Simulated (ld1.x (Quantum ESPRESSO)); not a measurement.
# Scattering properties, PAW potential for ruthenium

Ru, PAW, made with ld1.x (Quantum ESPRESSO) 7.5 (PBE, fully relativistic). Core [Kr], reference 4d6.5 5s0 5p0 (charge +1.5). Waves: 5s (bound, empty): rcut 1.95, rcutus 2.60 bohr; 5s channel at 1.4 Ry: rcut 1.95, rcutus 2.60 bohr; 5p (bound, empty): rcut 2.00, rcutus 2.70 bohr; 5p channel at 0.65 Ry: rcut 2.00, rcutus 2.70 bohr; 4d (bound): rcut 1.30, rcutus 1.50 bohr; 4d channel at 0.05 Ry: rcut 1.30, rcutus 1.50 bohr. Local part: all-electron potential smoothed inside 1.85 bohr (lloc = -1). Core correction: Bessel-smoothed model core inside 1.50 bohr. Augmentation charge: PSQ, inside the norm-conserving radii.

Open shells are filled in proportion to 2j + 1 (rel_dist='average').

The phase is arctan(r·u′/u) with u = r·R(r), unwrapped; energies in Ry, scanned from -3 to 5 Ry. A pole is an energy at which the radial function vanishes at the test radius. The pseudo phase is shifted by a multiple of π to meet the all-electron one at the reference energy, and phase errors are pseudo minus all-electron; the curves can meet again beyond the range given. Levels narrower than the energy grid can be missing from the lists of poles.

Problem. For each channel, where are the poles, and over which energies does the pseudopotential scatter like the atom?

Solution.

| channel | radius (bohr) | reference energy (Ry) | poles, all-electron | poles, pseudo | unbroken range about the reference energy with phases within 0.05 rad | phase error 1 Ry above the reference energy (rad) |
| --- | --- | --- | --- | --- | --- | --- |
| s | 2.96 | -1.07 | 0.33 | 0.33 | below 3.2 | -0.000 |
| p1/2 | 2.96 | -0.72 | 1.26 | 1.24, 1.70 | below 1.6 | -0.000 |
| p3/2 | 2.96 | -0.70 | 1.39 | 1.41 | below 3.6 | -0.001 |
| d3/2 | 2.96 | -1.35 | -1.18, 3.27 | -1.18, 3.27 | the whole range | +0.000 |
| d5/2 | 2.96 | -1.32 | -1.14, 3.31 | -1.14, 3.31 | the whole range | +0.000 |

The ghost test of this file was not conclusive.

Phases in the d5/2 channel:

```csv
E (Ry),all-electron,pseudo
-3.00,1.340,1.340
-2.52,1.303,1.303
-2.04,1.228,1.228
-1.56,0.809,0.809
-1.08,-1.627,-1.627
-0.60,-1.817,-1.817
-0.12,-1.964,-1.964
0.36,-2.252,-2.251
0.84,-3.158,-3.158
1.32,-4.147,-4.147
1.80,-4.456,-4.456
2.28,-4.583,-4.583
2.76,-4.656,-4.655
3.24,-4.706,-4.706
3.72,-4.748,-4.748
4.20,-4.789,-4.788
4.68,-4.835,-4.834
```
